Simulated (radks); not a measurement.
The numbers below are computed, except where a source is named.
All-electron atom: the iron ion Fe2+ in [Ar] 3d5.5 4p0.5 (fractional occupations, a model configuration). Level of theory: Dirac Kohn-Sham, LDA (Slater exchange, Perdew-Wang correlation), spin-unpolarised, spherical densities, finite nucleus; open shells are shared between the two j in proportion to 2j + 1; Fermi nuclear charge, rms radius 3.7377 fm (a radial shooting solver on a logarithmic mesh with Libxc functionals).

Unscreened Slater integrals over Kohn-Sham orbitals (eV). Large and small components are both included.

\begin{tabular}{lr}
integral & value \\ \hline
F0(4p3/2,4p3/2) & 8.4733 \\
F2(4p3/2,4p3/2) & 4.5044 \\
F0(4p3/2,4p1/2) & 8.5065 \\
G2(4p3/2,4p1/2) & 4.5201 \\
F0(4p3/2,3d5/2) & 10.812 \\
F2(4p3/2,3d5/2) & 2.5785 \\
G1(4p3/2,3d5/2) & 1.1266 \\
G3(4p3/2,3d5/2) & 0.95103 \\
F0(4p3/2,3d3/2) & 10.817 \\
F2(4p3/2,3d3/2) & 2.5685 \\
G1(4p3/2,3d3/2) & 1.1162 \\
G3(4p3/2,3d3/2) & 0.94387 \\
F0(4p1/2,4p1/2) & 8.5403 \\
F0(4p1/2,3d5/2) & 10.889 \\
G3(4p1/2,3d5/2) & 0.97263 \\
F0(4p1/2,3d3/2) & 10.894 \\
G1(4p1/2,3d3/2) & 1.1479 \\
F0(3d5/2,3d5/2) & 24.212 \\
F2(3d5/2,3d5/2) & 11.132 \\
F4(3d5/2,3d5/2) & 6.9108 \\
F0(3d5/2,3d3/2) & 24.263 \\
F2(3d5/2,3d3/2) & 11.155 \\
G2(3d5/2,3d3/2) & 11.146 \\
G4(3d5/2,3d3/2) & 6.9201 \\
F0(3d3/2,3d3/2) & 24.314 \\
F2(3d3/2,3d3/2) & 11.178 \\
\end{tabular}
